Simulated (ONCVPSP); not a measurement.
# Varying the ONCV potential for zirconium (Zr)

Base potential:

ONCVPSP 4.0.1 input, shortened (lines: element, Z, core and valence counts, functional; n l f; lmax; l rc ep ncon nbas qcut; lloc lpopt rc5 dvloc0; l nproj debl; icmod fcfact rcfact), PBE, fully relativistic:

```
  Zr 40.00    7    4        4      upf
    1    0    2.00
    2    0    2.00
    2    1    6.00
    3    0    2.00
    3    1    6.00
    3    2   10.00
    4    0    2.00
    4    1    6.00
    4    2    2.00
    5    0    1.00
    5    1    1.00
    2
    0    3.05    0.00    4    7    2.20
    1    2.00    0.00    4    7    7.60
    2    1.75    0.00    3    8    5.90
    4    5    1.60    2.00
    0    1    0.30
    1    2    3.40
    2    3    3.20
    3    2.25    1.35
```

Open shells are filled in proportion to 2j + 1.

All-electron outer shells of the reference configuration (PBE, scalar-relativistic, ld1.x):

```csv
shell,level (eV),outermost node (bohr),outermost maximum (bohr)
3d,-175.94,–,0.35
4s,-55.74,0.55,1.08
4p,-33.70,0.56,1.17
5s,-5.16,1.46,3.11
4d,-4.65,0.58,1.59
5p,-2.04,1.69,4.05
```

Cutoffs, loose and tight: the cutoffs (Ha) at which the residual kinetic energy of the hardest occupied pseudo-wave falls to 1 and 0.1 mHa per electron. They do not see the model core or the augmentation charge, which bear on the density cutoff. Test errors are all-electron minus pseudo excitation energies from the reference, over the configurations 4p6 4d2 5s2 5p0; 4p6 4d2 5s1 5p0; 4p6 4d2 5s0 5p0; 4p6 4d2 5s1.5 5p0. A dash means not determined; rows that change the core or the reference have their own tests. The largest error is taken over the tests solved by every variant that gives reliable tests at all: 4p6 4d2 5s1 5p0; 4p6 4d2 5s1.5 5p0; 4p6 4d2 5s2 5p0.

A true bound ghost makes a file unfit for plane-wave use even where its test errors are small: the radial tests pick states by their node count and pass the ghost by.

```csv
change,outcome,"cutoff, loose","cutoff, tight",bound ghosts,GHOST(+) flags above zero,largest test error (meV)
base,generated,14 Ha,17 Ha,s,none,-3.3
"local potential polynomial inside 1.60 bohr (lpopt 5, dvloc0 7.5 Ha)",generated,14 Ha,17 Ha,none,none,-3.1
p: qcut 7.2,generated,14 Ha,17 Ha,s,none,-3.3
"local potential polynomial inside 1.40 bohr (lpopt 5, dvloc0 4 Ha)",generated,14 Ha,17 Ha,s,d3/2,-3.3
```
